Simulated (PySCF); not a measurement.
```xyz
4
charge 0 multiplicity 1, angstrom
Cu    0.0934    0.1700    0.0000
F     1.6809   -0.4253    0.0000
F    -1.2602    1.1909    0.0000
F    -0.7267   -1.3223    0.0000
```

Method: PySCF, PBE0, basis Cu def2-TZVP, F def2-TZVP (no relativity, density fitting).

This geometry of CuF₃ is a stationary point at this level.

What is the point group?

C2v.

Is it a minimum?

Yes: all harmonic wavenumbers are real.

List the harmonic modes with their infrared intensities.


| symmetry | ω (cm⁻¹) | IR (km/mol) | type |
| --- | --- | --- | --- |
| b2 | 207 | 0.0 | bend |
| a1 | 230 | 14.6 | bend |
| b1 | 236 | 32.8 | bend |
| a1 | 629 | 2.5 | stretch |
| a1 | 667 | 25.7 | stretch |
| b2 | 779 | 126 | stretch |

What is the atomisation energy, with and without zero-point energy?

811 kJ/mol without, 794 kJ/mol with.

In C2v the vibrations span 2b2 + 3a1 + b1. Here b1 is antisymmetric to the molecular plane and b2 lies in it.

Other isomers or separated fragments may lie lower. At this level a triplet minimum of D3h symmetry lies 14 kJ/mol below this structure.
